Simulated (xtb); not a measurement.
C$_{6}$H$_{15}$In, singlet, at a GFN2-xTB geometry (such geometries of metal compounds can be far from the true shape); GFN1-xTB with ALPB(cs2) (xtb).

The xtb input:
```
$ xtb mol.xyz --gfn 1 --alpb cs2 --json

# file mol.xyz
22

In     0.07649762    -0.22200321     0.00693532
C      2.02672712     0.15771225    -1.13545282
C      2.36142183     1.63252338    -1.31068090
H      1.94066758    -0.33083748    -2.11056739
H      2.82357011    -0.35209405    -0.58529438
H      2.45995188     2.12575404    -0.34227827
H      1.58050189     2.14303965    -1.87522276
H      3.30396277     1.75910326    -1.84981189
C     -0.38833693    -2.35436143     0.69839517
C     -1.78872250    -2.44716336     1.28982773
H      0.35867416    -2.65031795     1.44040329
H     -0.28641149    -3.03119926    -0.15454106
H     -2.54125842    -2.18219544     0.54491415
H     -1.89692529    -1.76512216     2.13538012
H     -2.00419206    -3.45898083     1.64236480
C     -1.45686153     1.39454694     0.51776553
C     -1.14581916     2.75242261    -0.09509029
H     -1.50381275     1.47106885     1.60794101
H     -2.43115501     1.03525521     0.17402415
H     -1.10938311     2.68711054    -1.18368891
H     -0.18333376     3.12590196     0.25648098
H     -1.90969286     3.48758859     0.17147927
```

Question: What does xtb print? Leave out banner, timings and long lists.

Answer: 
```
   ID    Z sym.   atoms
    1   49 In     1
    2    6 C      2, 3, 9, 10, 16, 17
    3    1 H      4-8, 11-15, 18-22

           -------------------------------------------------
          |                Calculation Setup                |
           -------------------------------------------------

           -------------------------------------------------
          |                 G F N 1 - x T B                 |
           -------------------------------------------------

      * Solvation model:               ALPB
        Solvent                        cs2
        Parameter file                 internal GFN1-xTB/ALPB
        Dielectric constant                2.6400E+00
        Reference state                gsolv [1 M gas/solution]
        Free energy shift                  5.5033E-03 Eh       3.4534E+00 kcal/mol
        Temperature                        2.9815E+02 K
        Density                            1.2600E+00 kg/L
        Solvent mass                       7.6140E+01 g/mol
        Interaction kernel             P16
        Born radius scaling (c1)           1.3403E+00
        Born radii integrator          GBOBC
        Born offset                        0.0000E+00 a0       0.0000E+00 AA
        H-bond correction              false
        Ion screening                  false
        Surface tension                    1.0000E-05 Eh       1.5569E+01 dyn/cm
        Grid points                               230 per atom

          ...................................................
          :                      SETUP                      :
          :.................................................:
          :  # basis functions                  64          :
          :  # atomic orbitals                  63          :
          :  # shells                           45          :
          :  # electrons                        42          :
          :  # halogen bonds                     0          :
          :  max. iterations                   250          :
          :  Hamiltonian                  GFN1-xTB          :
          :  restarted?                      false          :
          :  GBSA solvation                   true          :
          :  PC potential                    false          :
          :  electronic temp.          300.0000000     K    :
          :  accuracy                    1.0000000          :
          :  -> integral cutoff          0.2500000E+02      :
          :  -> integral neglect         0.1000000E-07      :
          :  -> SCF convergence          0.1000000E-05 Eh   :
          :  -> wf. convergence          0.2000000E-04 e    :
          :  Broyden damping             0.4000000          :
          :  net charge                          0          :
          :  unpaired electrons                  0          :
          ...................................................

 iter      E             dE          RMSdq      gap      omega  full diag
   1    -22.5087719 -0.225088E+02  0.762E+00    4.09       0.0  T
   2    -22.5296746 -0.209027E-01  0.464E+00    4.06       1.0  T
   3    -22.5305960 -0.921428E-03  0.471E-01    4.09       1.0  T
   4    -22.5320300 -0.143392E-02  0.559E-02    4.06       1.0  T
   5    -22.5320781 -0.481619E-04  0.130E-02    4.07       1.6  T
   6    -22.5320800 -0.189540E-05  0.321E-03    4.07       6.6  T
   7    -22.5320801 -0.106106E-06  0.473E-04    4.07      45.1  T
   8    -22.5320801 -0.187576E-08  0.984E-05    4.07     216.8  T
   9    -22.5320801 -0.794849E-10  0.358E-05    4.07     595.0  T

   *** convergence criteria satisfied after 9 iterations ***

         :::::::::::::::::::::::::::::::::::::::::::::::::::::
         ::                     SUMMARY                     ::
         :::::::::::::::::::::::::::::::::::::::::::::::::::::
         :: total energy             -22.246910417266 Eh    ::
         :: total w/o Gsasa/hb       -22.235903629803 Eh    ::
         :: gradient norm              0.016992386966 Eh/a0 ::
         :: HOMO-LUMO gap              4.071186144925 eV    ::
         ::.................................................::
         :: SCC energy               -22.532080128798 Eh    ::
         :: -> electrostatic           0.007038922000 Eh    ::
         :: -> Gsolv                  -0.011475057036 Eh    ::
         ::    -> Gelec               -0.000468269573 Eh    ::
         ::    -> Gsasa               -0.016510096723 Eh    ::
         ::    -> Ghb                  0.000000000000 Eh    ::
         ::    -> Gshift               0.005503309259 Eh    ::
         :: repulsion energy           0.293052589604 Eh    ::
         :: dispersion energy         -0.007882878073 Eh    ::
         :: halogen bond corr.         0.000000000000 Eh    ::
         :: add. restraining           0.000000000000 Eh    ::
         :: total charge              -0.000000000000 e     ::
         :::::::::::::::::::::::::::::::::::::::::::::::::::::

           -------------------------------------------------
          |                Property Printout                |
           -------------------------------------------------

    * Orbital Energies and Occupations

         #    Occupation            Energy/Eh            Energy/eV
      -------------------------------------------------------------
         1        2.0000           -0.6743358             -18.3496
       ...           ...                  ...                  ...
         9        2.0000           -0.5259016             -14.3105
        10        2.0000           -0.5253627             -14.2958
        11        2.0000           -0.5153751             -14.0241
        12        2.0000           -0.5098767             -13.8745
        13        2.0000           -0.5012969             -13.6410
        14        2.0000           -0.4790402             -13.0353
        15        2.0000           -0.4777926             -13.0014
        16        2.0000           -0.4768165             -12.9748
        17        2.0000           -0.4666735             -12.6988
        18        2.0000           -0.4645201             -12.6402
        19        2.0000           -0.4631949             -12.6042
        20        2.0000           -0.3768545             -10.2547
        21        2.0000           -0.3740778             -10.1792 (HOMO)
        22                         -0.2244644              -6.1080 (LUMO)
        23                         -0.1619004              -4.4055
        24                         -0.1575478              -4.2871
        25                         -0.1559352              -4.2432
        26                         -0.1456671              -3.9638
        27                         -0.1398245              -3.8048
        28                         -0.1178871              -3.2079
        29                         -0.1067716              -2.9054
        30                         -0.0992923              -2.7019
        31                         -0.0858267              -2.3355
        32                         -0.0546124              -1.4861
       ...                                ...                  ...
        63                          0.5519661              15.0198
      -------------------------------------------------------------
                  HL-Gap            0.1496133 Eh            4.0712 eV
             Fermi-level           -0.2992711 Eh           -8.1436 eV

  Mulliken/CM5 charges         n(s)   n(p)   n(d)
     1In    0.45521  0.45395   1.694  0.851 -0.000
     2C    -0.17052 -0.28151   1.032  3.138  0.000
     3C    -0.07025 -0.22065   1.009  3.062  0.000
     4H     0.02142  0.07499   0.979  0.000  0.000
     5H     0.02132  0.07492   0.979  0.000  0.000
     6H     0.01567  0.06751   0.984  0.000  0.000
     7H     0.01640  0.06843   0.984  0.000  0.000
     8H     0.01556  0.06636   0.984  0.000  0.000
     9C    -0.17641 -0.28752   1.032  3.144  0.000
    10C    -0.06955 -0.21970   1.008  3.061  0.000
    11H     0.02066  0.07419   0.979  0.000  0.000
    12H     0.02051  0.07401   0.979  0.000  0.000
    13H     0.01586  0.06772   0.984  0.000  0.000
    14H     0.01632  0.06824   0.984  0.000  0.000
    15H     0.01461  0.06542   0.985  0.000  0.000
    16C    -0.16864 -0.27994   1.031  3.137  0.000
    17C    -0.07026 -0.22068   1.009  3.062  0.000
    18H     0.02190  0.07559   0.978  0.000  0.000
    19H     0.02200  0.07576   0.978  0.000  0.000
    20H     0.01604  0.06790   0.984  0.000  0.000
    21H     0.01654  0.06855   0.983  0.000  0.000
    22H     0.01561  0.06642   0.984  0.000  0.000

Wiberg/Mayer (AO) data.
largest (>0.10) Wiberg bond orders for each atom

 ---------------------------------------------------------------------------
     #   Z sym  total        # sym  WBO       # sym  WBO       # sym  WBO
 ---------------------------------------------------------------------------
     1  49 In   1.902 --    16 C    0.581     2 C    0.574     9 C    0.573
     2   6 C    3.945 --     3 C    1.026     5 H    0.967     4 H    0.966
                             1 In   0.574    16 C    0.201     9 C    0.190
     3   6 C    3.998 --     2 C    1.026     7 H    0.988     6 H    0.987
                             8 H    0.985
     4   1 H    1.007 --     2 C    0.966
     5   1 H    1.008 --     2 C    0.967
     6   1 H    1.008 --     3 C    0.987
     7   1 H    1.008 --     3 C    0.988
     8   1 H    1.000 --     3 C    0.985
     9   6 C    3.937 --    10 C    1.026    12 H    0.968    11 H    0.967
                             1 In   0.573    16 C    0.192     2 C    0.190
    10   6 C    3.998 --     9 C    1.026    13 H    0.987    14 H    0.986
                            15 H    0.986
    11   1 H    1.007 --     9 C    0.967
    12   1 H    1.007 --     9 C    0.968
    13   1 H    1.007 --    10 C    0.987
    14   1 H    1.007 --    10 C    0.986
    15   1 H    1.004 --    10 C    0.986
    16   6 C    3.955 --    17 C    1.026    19 H    0.967    18 H    0.966
                             1 In   0.581     2 C    0.201     9 C    0.192
    17   6 C    3.998 --    16 C    1.026    21 H    0.988    20 H    0.987
                            22 H    0.985
    18   1 H    1.007 --    16 C    0.966
    19   1 H    1.007 --    16 C    0.967
    20   1 H    1.008 --    17 C    0.987
    21   1 H    1.008 --    17 C    0.988
    22   1 H    1.000 --    17 C    0.985
 ---------------------------------------------------------------------------

Topologies differ in total number of bonds
Writing topology from bond orders to xtbtopo.mol

 dipole moment from electron density (au)
     X       Y       Z
   0.0191   0.0266  -0.0160  total (Debye):    0.092

           -------------------------------------------------
          | TOTAL ENERGY              -22.246910417266 Eh   |
          | GRADIENT NORM               0.016992386966 Eh/α |
          | HOMO-LUMO GAP               4.071186144925 eV   |
           -------------------------------------------------

normal termination of xtb
```
